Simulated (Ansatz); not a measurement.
Isolated molecules relaxed with PBE0-D4/def2-TZVP in Ansatz; ΔE leaves out vibrations. CCSD(T)/CBS adds triple-zeta CCSD(T) − MP2 to the extrapolated MP2 energy (def2 sets, frozen cores). This one scheme is used for every species. Functionals use def2-TZVPP. B3LYP here is the variant with VWN-RPA as its local correlation; programs differ in this. Each species was taken in one conformer, which may not be the lowest.

Consider the formal exchange of groups at the Si–C bond: `C[Si](C)(Cl)Cl` + `c1ccccc1` → `C[Si](Cl)(Cl)c1ccccc1` + CH₄.

| level | ΔE (kJ/mol) | difference from CCSD(T)/CBS |
| --- | --- | --- |
| r2SCAN-D4 | -1.5 | 1.6 |
| B97M-V | -1.3 | 1.8 |
| PBE0-D4 | -2.5 | 0.6 |
| B3LYP-D4 | -6.5 | -3.4 |
| PBE-QIDH | -0.5 | 2.6 |
| PBE | 5.0 | 8.1 |
| B3LYP | 7.6 | 10.7 |
| CAM-B3LYP | 7.5 | 10.6 |
| HF/def2-TZVPP | 11.8 | 14.9 |
| HF/CBS(def2) | 12.7 | 15.8 |
| CCSD(T)/CBS | -3.1 | 0 |

Largest T1 diagnostic among the species: 0.010.

The D4 term adds −14.1 kJ/mol with B3LYP and −8.8 kJ/mol with PBE0; it sums over pairs of atoms, weighted by their polarisabilities, and B3LYP, whose exchange is more repulsive, gets the larger term. Leaving LDA and LC-ωPBE aside and taking each functional with its dispersion term where it has one, the values, not all of them listed here, spread over 10.1 kJ/mol, from BLYP-D4 to B2PLYP. LDA lies −3.7 kJ/mol from PBE without D4.
